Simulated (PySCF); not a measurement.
**Deuteron quadrupole couplings in `N#CC/C=C\C[SiH2]CF`**

C₆H₁₀FNSi.
Cartesian coordinates in Å at the GFN2-xTB level; atoms count from 1:
```
atom  x, y, z in Å
N1    -1.705    2.766   -0.802
C2    -1.845    1.708   -0.391
C3    -1.993    0.355    0.084
C4    -1.434   -0.583   -0.952
C5    -0.388   -1.385   -0.803
C6     0.453   -1.561    0.415
Si7    2.012   -0.449    0.382
C8     1.446    1.356    0.697
F9     0.661    1.395    1.838
H10   -3.061    0.162    0.236
H11   -1.476    0.270    1.042
H12   -1.951   -0.555   -1.902
H13   -0.085   -1.986   -1.650
H14   -0.114   -1.341    1.320
H15    0.766   -2.604    0.478
H16    2.685   -0.491   -0.918
H17    2.903   -0.853    1.473
H18    0.835    1.772   -0.107
H19    2.282    2.034    0.880
```

Level: PBE0/pcSseg-1 (PySCF, non-relativistic); Q(2H) = 0.00286 b; rigid geometry, the same for H and D, with no vibrational averaging.

Question: Rank these positions by the coupling χzz of a deuteron there, largest first.
A. H12 (vinylic hydrogen)
B. H11 (methylene hydrogen)
C. H19 (methylene hydrogen)
D. H15 (methylene hydrogen)
E. H17 (Si–H hydrogen)

Answer: A (216 kHz), D (210 kHz), C (203 kHz), B (198 kHz), E (107 kHz).

Q: What are Vzz, η and χzz (234.96 MHz × Q × Vzz) at all hydrogens?

A: 
```tsv
atom	bonded to	bond length (Å)	Vzz (au)	η	χzz (kHz)
H10	C3	1.096	0.2945	0.02	198
H11	C3	1.092	0.2953	0.03	198
H12	C4	1.082	0.3221	0.09	216
H13	C5	1.082	0.3225	0.06	217
H14	C6	1.091	0.3115	0.05	209
H15	C6	1.090	0.3127	0.04	210
H16	Si7	1.464	0.1614	0.01	108
H17	Si7	1.466	0.1600	0.01	107
H18	C8	1.093	0.2919	0.11	196
H19	C8	1.092	0.3015	0.10	203
```

Q: Average by the element that carries the hydrogen.

A: on C: 206 kHz over 8 positions, mean bond length 1.090 Å; on Si: 108 kHz over 2 positions, mean bond length 1.465 Å.

Q: How does χzz go with the bond length over the 8 C–H bonds?

A: A straight-line fit has a slope of -15.3 kHz for each 0.01 Å, with a correlation coefficient of -0.89, over lengths from 1.082 to 1.096 Å. The longer bonds have the smaller couplings here.

Q: Give the 2H NMR doublet splittings at H17 for a magnetic field along the z, y and x axes of the gradient: 3χ/2, 3χ(1 + η)/4, 3χ(1 − η)/4.

A: With |χ| = 107.5 kHz and η = 0.009: 161, 81 and 80 kHz, to first order and without motion.

The structure is a single GFN2-xTB conformer in the gas phase; no vibrational or solvent corrections. GFN2-xTB bond lengths can be off by several hundredths of an ångström, more for odd bonds, and the gradients follow them. A larger basis could move these couplings by a tenth or more.
